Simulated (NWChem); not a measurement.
Si$_{2}$H$_{3}$ClF$_{2}$; SMILES F[Si](F)([SiH3])Cl

Computed with NWChem. All runs use the structure optimised with PBE-D3(BJ)/def2-SVP. Level: PBE0/def2-SVP with SMD (1 M gas to 1 M solution), gas-phase geometry. Reactions with the solvent are ignored.

Question: Among these, which solvent gives the highest value of “solvation free energy (kcal/mol)”?
A. 1-octanol
B. cyclohexanone
C. water
D. dichloromethane

Answer: C, water. Values: dichloromethane -2.9; 1-octanol -2.5; cyclohexanone -2.0; water 1.2
